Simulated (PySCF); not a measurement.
Cards and structures have been mixed up. Pair them.

Structures:
1. `C=C[C@](C=O)(C[SiH3])C(Cl)Cl`
2. `C=NC(=O)CO[SiH3]`
3. `C[Si@@H]1NC[Si@H](O)N1`

Card P (geometry GFN2-xTB):
* Rotational constants A, B, C: 0.915, 0.706, 0.623 GHz
* Dipole moment (PBE0/pcSseg-1): 2.63 D
* Point group: C1
* Isotropic shieldings of nuclei other than C and H, by class (GIAO PBE0/pcSseg-1): -354 (1 O), 430 (1 Si), 678 (1 Cl), 728 (1 Cl) ppm
* HOMO energy (PBE0/pcSseg-1): -7.84 eV

Card Q (geometry GFN2-xTB):
* Rotational constants A, B, C: 6.373, 1.220, 1.068 GHz
* Static isotropic polarisability (CAM-B3LYP/def2-SVPD): 77.5 au
* HOMO energy (CAM-B3LYP/def2-SVPD): -9.13 eV
* Isotropic shieldings of nuclei other than C and H, by class (GIAO PBE0/pcSseg-1): -145 (1 N), -116 (1 O), 339 (1 O), 393 (1 Si) ppm
* Strongest line among the 8 lowest singlet transitions (TDDFT CAM-B3LYP/def2-SVPD): S6 at 7.11 eV (174 nm, f = 0.090)
* Lowest triplet excitation (Tamm–Dancoff) (TDA CAM-B3LYP/def2-SVPD): 4.01 eV

Card R (geometry GFN2-xTB):
* Rotational constants A, B, C: 3.463, 1.205, 1.037 GHz
* Static isotropic polarisability (PBE0/def2-SVPD): 89.3 au
* HOMO energy (PBE0/def2-SVPD): -6.61 eV
* Dipole moment (PBE0/def2-SVPD): 1.70 D
* Point group: C1
* 13C chemical shifts (computed TMS as zero) by class (GIAO PBE0/pcSseg-1): 32.8 (1 C), 2.3 (1 C) ppm
* Lowest triplet excitation (Tamm–Dancoff) (TDA PBE0/def2-SVPD): 5.61 eV

Each SMILES stands for a single optimised conformer of the isolated species, non-relativistic unless stated. Electronic properties by PySCF. NMR classes are plain means over equivalent atoms (diastereotopic ones count apart unless rotation or inversion swaps them), as if these changed places fast.

**Question.** Which card belongs to which structure?

**Answer.** P = 1, Q = 2, R = 3. What ties each card to its structure:
- 1 (card P), C6H10Cl2OSi, monoisotopic mass 196.0 u, 10 heavy atoms: an asymmetric top with C = 0.623 GHz, the lowest such constant on the cards; dipole 2.63 D.
- 2 (card Q), C3H7NO2Si, monoisotopic mass 117.0 u, 7 heavy atoms: an asymmetric top with C = 1.068 GHz, the highest such constant on the cards; polarisability 77.5 au for 62 electrons.
- 3 (card R), C2H10N2OSi2, monoisotopic mass 134.0 u, 7 heavy atoms: 2 C in 2 classes; the least shielded carbon (32.8 ppm) is an sp3 carbon bound to nitrogen; an asymmetric top with C = 1.037 GHz; polarisability 89.3 au for 72 electrons; dipole 1.70 D.
